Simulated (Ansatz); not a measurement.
Reaction: H3GeOF (SMILES [OH][GeH2][F]) → H2GeOF (SMILES [F][GeH2][O], doublet) + H (doublet) (the H-O bond breaks)
Each species at its own B3LYP-D3(BJ)/def2-TZVP minimum (Ansatz, a first-principles code), one conformer.

Property: bond dissociation energy (electronic), in kcal/mol. Radicals and triplets start from unrestricted determinants; spin-orbit coupling is neglected. Cores are frozen in correlated methods (noble-gas shells, and filled d and f shells in the p block). No relativity. CBS(X,Y): correlation extrapolated as X^-3, Hartree-Fock from the larger set. A bracket is a step between two methods taken in the basis named. Where a partner has so few electrons that a lower coupled-cluster level is exact, that level stands in.

CCSD(T)/CBS(cc-pVTZ,cc-pVQZ) + [CCSDT(Q) - CCSD(T)]/cc-pVDZ (Ansatz) gives 126.0 kcal/mol.

Problem. What does PBE/def2-TZVPD (Ansatz) give here, and how do the other levels compare?

Solution. PBE gives 119.5 kcal/mol, 6.5 kcal/mol below it. Differences of the others: r2SCAN/def2-TZVPD (Ansatz) -7.4; PBE0/def2-TZVPD (Ansatz) -6.9; CCSD(T)/CBS(cc-pVTZ,cc-pVQZ) (Ansatz) 0.0 kcal/mol.
